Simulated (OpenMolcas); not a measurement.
Se4+: effect of the IPEA shift

```yaml
Program: OpenMolcas 26.06
Basis: ANO-RCC-VQZP [7s6p4d2f1g]
Scalar_Hamiltonian: DKH2, point nucleus
Active_space: 2 electrons in 8 orbitals (4s 4p 5s 5p)
State_averaging: 2S+1 = 3 even, 3 roots; 2S+1 = 1 even, 7 roots; 2S+1 = 3 odd, 3 roots; 2S+1 = 1 odd, 3 roots
Spin-orbit_coupling: state interaction with AMFI integrals over the reference wave functions, term energies averaged over their components
```

Methods on the same reference wave functions:
A. CASSCF
B. MS-CASPT2, IPEA 0 Eh, imaginary shift 0.1 Eh (closed shells correlated: 3d)
C. MS-CASPT2, IPEA 0.25 Eh, imaginary shift 0.1 Eh (closed shells correlated: 3d)

Energies in cm-1 above 4s2 1S0, the measured ground level; measured values from the list in Rauch et al., Astron. Astrophys. 606, A105 (2017).

| Level | A | B | C | Measured |
| --- | --- | --- | --- | --- |
| 4s2 1S0 | 0.0 | 0.0 | 0.0 | 0.0 |
| 4s 4p 3P* 0 | 87574 | 87580 | 87620 | 89749 |
| 4s 4p 3P* 1 | 89015 | 89000 | 89050 | 91350 |
| 4s 4p 3P* 2 | 92126 | 92130 | 92180 | 94960 |
| 4s 4p 1P* 1 | 141809 | 132700 | 132950 | 131733 |
| 4p2 3P0 | 210896 | 210320 | 210410 | 211794 |
| 4p2 3P1 | 212717 | 212220 | 212320 | 214091 |

Deviations, from unrounded energies. A percentage is the sum of absolute deviations over the sum of measured energies, with the sign that they share, or ± where signs differ.

```csv
Against measurement,Levels,A,B,C
mean absolute deviation (cm-1),6,3300,1900,1900
other configurations (%),6,±2.4,±1.4,±1.4
```

B, C lie about equally close to measurement and A furthest from it. The largest miss of C in the table is 4s 4p 3P* 2, by -2800 cm-1. The ranking rests on the paired levels alone, and a cruder setting can come out closer through cancelling errors.

Between B and C the level of the table that moves most is 4s 4p 1P* 1, by 250 cm-1 (lowest in B, highest in C). Moves below CASPT2's spread within the term are not significant.

The lowest spin-free term lies below A's lowest term by 0.075 hartree in B, 0.075 hartree in C.

Over all roots computed the reference weight is 0.91 to 0.99 in B, 0.92 to 0.99 in C; the roots of lowest weight are the least certain, and an intruder state may touch them. Active for correlation alone: 5p 5s; no level in the range computed is led by a configuration that fills them, so any true level of that kind is missing. The ¹D term of p² mixes with s d, which this space lacks. Measured partners are found by configuration, term and J. A level has none where our copy of the source lacks it or the pairing is in doubt (some pairs that miss far off the trend of their configuration count as doubtful), and it then counts in no deviation. Levels of configurations outside the active space are missing. Levels that lie high or do not pair safely by name in every column are left out.

* marks odd parity.
